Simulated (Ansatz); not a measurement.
Ideal-gas functions of CH₄GeOS, SMILES `C[S][Ge][OH]` at 400 K and 1 bar, from an Ansatz frequency run at PBE0-D4/def2-TZVP.

Molar mass 136.72 g/mol, point group Cs (symmetry number 1), electronic degeneracy 1, moments of inertia 78.052, 202.32, 277.135 u Å². Harmonic wavenumbers (cm⁻¹, unscaled): 105, 147, 179, 250, 367, 417, 680, 733, 811, 956, 958, 1337, 1475, 1477, 3054, 3139, 3154, 3861.

Use S(trans) = R[1.5 ln M + 2.5 ln T − 1.1517]; rotational temperatures θ = 24.2544 K / I; S(rot) = R[ln(√π/σ · √(T³/θAθBθC)) + 1.5]; for each mode x = 1.438777 ν̃/T, S = R[x/(eˣ − 1) − ln(1 − e⁻ˣ)] and H = RT x/(eˣ − 1); 1 cm⁻¹ = 0.0119627 kJ/mol; R = 8.31446 J/(mol·K).

**Question.** By hand: the entropy, in J/(mol·K).

**Answer.** Translation 176.3. Rotation: θ = 0.3107, 0.1199, 0.0875 K, giving 115.8. Vibration, mode by mode: 16.46, 13.71, 12.12, 9.47, 6.58, 5.68, 2.68, 2.31, 1.85, 1.22, 1.21, 0.40, 0.26, 0.26, 0.00, 0.00, 0.00, 0.00, in all 74.2. Electronic 0.0. Sum 366.3 J/(mol·K).

**Question.** By hand: H − E and G − E in kJ/mol, counted from the electronic energy.

**Answer.** Zero-point energy ½ × 23100 × 0.0119627 = 138.2; thermal vibration 15.8; translation, rotation and pV give 4 RT = 13.3. H − E = 167.3 kJ/mol, and G − E = 167.3 − 400 × 366.3/1000 = 20.8 kJ/mol.

Vibration gives 20 % of the entropy, 30.2 J/(mol·K) of it from the modes under 150 cm⁻¹: soft modes count most, and the harmonic formula is weakest for them. The sum counts one conformer and one mirror image; others add a mixing term.
